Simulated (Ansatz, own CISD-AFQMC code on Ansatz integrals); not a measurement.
H5BSi2, SMILES `[SiH2]=B[SiH3]` (charge 0, multiplicity 1).

Cartesian coordinates (Å):
SMILES: [SiH2]=B[SiH3]
```xyz
8

Si     2.1175    -0.1548    -0.0233
B      0.2886    -0.0986     0.0423
Si    -1.6703     0.0765     0.0460
H      2.9002     0.9018    -0.6999
H      2.8872    -1.2563     0.5941
H     -2.2550     0.2116     1.4070
H     -1.8985     1.3480    -0.7027
H     -2.3696    -1.0280    -0.6636
```
Charge 0, multiplicity 1.

Frozen-core correlation energies in cc-pVDZ at a geometry from PBE0-D3(BJ)/def2-TZVP, on an HF energy of -605.33869 Ha (<S^2> = 0.00, restricted and unstable towards unrestricted orbitals). Wave-function levels are from Ansatz, the walk from an own CISD-AFQMC code on Ansatz integrals (time step 0.005/Ha, trial state from CCSD amplitudes, largest double 0.14).

```json
[
 {"level": "MP2", "correlation energy (mHa)": "-272.5"},
 {"level": "CCSD", "correlation energy (mHa)": "-331.8"},
 {"level": "CCSD(T)", "correlation energy (mHa)": "-343.4"}
]
```

### Question
What correlation energy does phaseless AFQMC give, and where does it lie among these levels?

### Answer
-345.9 ± 0.4 mHa (one standard error). AFQMC minus each level: MP2 -73.4 mHa, CCSD -14.1 mHa, CCSD(T) -2.5 mHa.
